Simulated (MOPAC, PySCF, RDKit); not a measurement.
Dimer: CH3F (SMILES CF) (first 5 atoms) with C2H3F (SMILES C=CF); geometry from B3LYP-D3(BJ)/def2-TZVP, rigid monomers moved along the line of their centres of mass till F2···H9 is 3.26 Å.
(charge 0, multiplicity 1):
```xyz
11

C      0.3677     0.6683    -0.2241
F     -1.0092     0.5520    -0.0261
H      0.5807     1.6753    -0.5837
H      0.8713     0.4874     0.7244
H      0.6732    -0.0702    -0.9659
C     -1.2365    -0.4510     4.1684
C     -0.0524    -0.4970     4.7418
F      1.0880    -0.2375     4.0592
H     -1.3592    -0.2037     3.1228
H     -2.1118    -0.6676     4.7632
H      0.1540    -0.7348     5.7767
```

Interaction energies are E(AB) − E(A) − E(B) at the monomers' geometry in the complex; basis-set methods are counterpoise corrected. Rows marked so take none.

Rows in 3-21G carry no dispersion term and start afresh at each structure. The state that PM6 reach isn't checked.

Programs: MOPAC for PM6 (differences of heats of formation); PySCF for 3-21G rows; RDKit for the force fields. Values without a source in brackets are computed.

Task: One of these levels gives -59.8 meV for the interaction energy. Which?
(A) HF/3-21G (no counterpoise)
(B) PM6
(C) MMFF94

Result: A, HF/3-21G (no counterpoise). The others give -40.3 (MMFF94), -18.7 (PM6)
